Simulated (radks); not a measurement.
The nitrogen anion N-, [He] 2s2 2p4, held by a Watson sphere: a shell of charge +1 at radius R that stands for the Madelung well of a crystal (potential energy -1/R inside, -1/r outside, in hartree with lengths in bohr). Calculated with a radial shooting solver on a logarithmic mesh with Libxc functionals: non-relativistic Kohn-Sham, LDA (Slater exchange, VWN5 correlation), spin-polarised, spherical densities, point nucleus; open shells are filled with parallel spins first. Response by self-consistent Sternheimer equations with the Hartree and adiabatic LDA kernel. The sphere does not respond.

| R (bohr) | e(2s down) (eV) | e(2p up) (eV) | e(2p down) (eV) | <r> 2p (bohr) | sum of <r^2> (bohr^2) | X-ray form factor at sin(theta)/lambda = 0.1 1/angstrom | alpha (bohr^3) |
|---|---|---|---|---|---|---|---|
| 2.14 | -16.159 | -7.605 | -5.377 | 1.733 | 18.62 | 6.830 | 14.75 |
| 2.27 | -15.868 | -7.354 | -5.148 | 1.761 | 19.04 | 6.810 | 15.88 |
| 3.49 | -13.760 | -5.437 | -3.335 | 2.007 | 22.37 | 6.678 | 30.69 |
| 3.84 | -13.327 | -5.029 | -2.935 | 2.077 | 23.19 | 6.654 | 36.93 |
| 3.86 | -13.304 | -5.007 | -2.913 | 2.081 | 23.23 | 6.652 | 37.33 |
| 3.95 | -13.203 | -4.912 | -2.819 | 2.099 | 23.44 | 6.647 | 39.17 |
